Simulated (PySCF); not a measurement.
## How well do the runs reproduce experiment for bromofluoromethane?

**Experimental background.**

NIST CCCBDB Release 22 (SRD 101), experimental dipoles lists, for the gas: dipole moment (microwave Stark effect, vibrational ground state) 1.739 D.

The results are set against them at the end.

Species: bromofluoromethane, CH2BrF.
Numbering: `[F:1][CH2:2][Br:3]` (hydrogens: H4, H5 on C2)

Geometry (PBE0-D3(BJ)/def2-SVP, Å), atoms numbered from 1 in this order:
```xyz
5
CH2BrF angstrom
F     -0.623    0.992   -0.434
C      0.021   -0.128   -0.072
Br     1.942    0.103   -0.185
H     -0.204   -0.378    0.974
H     -0.235   -0.953   -0.751
```

The PySCF runs (gas phase, on this PBE0-D3(BJ)/def2-SVP geometry; no spin–orbit coupling):

| level | job | basis functions | wall time |
| --- | --- | --- | --- |
| PBE0-D3(BJ)/def2-SVP, grid level 1 | geometry optimisation from a GFN2-xTB start shaken at random | 70 | 7.1 s |

Hardware: an Arm Neoverse V1 with one thread, shared host.

Results beside the measurements:

**Dipole moment.** Measured: 1.739 D (NIST CCCBDB Release 22 (SRD 101), experimental dipoles).

| level | computed (D) | computed − measured (D) | % (from the printed values) |
| --- | --- | --- | --- |
| PBE0-D3(BJ)/def2-SVP | 1.773 | +0.034 | +2 |

The computed dipoles belong to one fixed geometry; measured ones are averaged over vibrations unless marked μe. Magnitudes are compared, not signs.

No measured geometry was used, and the causes of the misses weren't examined.
